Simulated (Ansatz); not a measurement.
Gas-phase electronic energies from Ansatz, PBE0-D4/def2-TZVP geometries. CCSD(T)/CBS is the MP2 limit (def2-TZVPP, def2-QZVPP) plus CCSD(T) − MP2 in def2-TZVPP, frozen cores. Functionals use def2-TZVPP. def2 core potentials past Kr. For I outer-core shells are correlated without core-valence functions, which leaves a few kJ/mol of doubt a bond. Each species was taken in one conformer, which may not be the lowest.

Consider the substitution at a C–C bond: `C=CC(=C)[SiH3]` + HI → `C=CI` + `C=C[SiH3]`.

```json
{"level": "CAM-B3LYP", "ΔE (kcal/mol)": "8.8"}
{"level": "MP2/def2-SVP", "ΔE (kcal/mol)": "12.8"}
{"level": "CCSD(T)/def2-TZVPP", "ΔE (kcal/mol)": "8.9"}
{"level": "SCS-MP2/def2-QZVPP", "ΔE (kcal/mol)": "7.5"}
```

Problem. What does CCSD(T)/CBS give? (An estimate is asked.)

Solution. Computed: +8.1 kcal/mol. The listed levels differ from it by 0.7, 4.7, 0.8, -0.6 kcal/mol.

Largest T1 diagnostic among the species: 0.012.

At CCSD(T), def2-SVP lies +4.7 kcal/mol from the extrapolated value and def2-TZVPP +0.8 kcal/mol. From BLYP to BHLYP (50 % exact exchange), in def2-TZVPP and without D4, ΔE moves by +2.1 kcal/mol. The D4 term adds +1.6 kcal/mol with B3LYP and +0.9 kcal/mol with PBE0; it sums over pairs of atoms, weighted by their polarisabilities, and B3LYP, whose exchange is more repulsive, gets the larger term.

B3LYP here is the variant with VWN-RPA as its local correlation; programs differ in this.
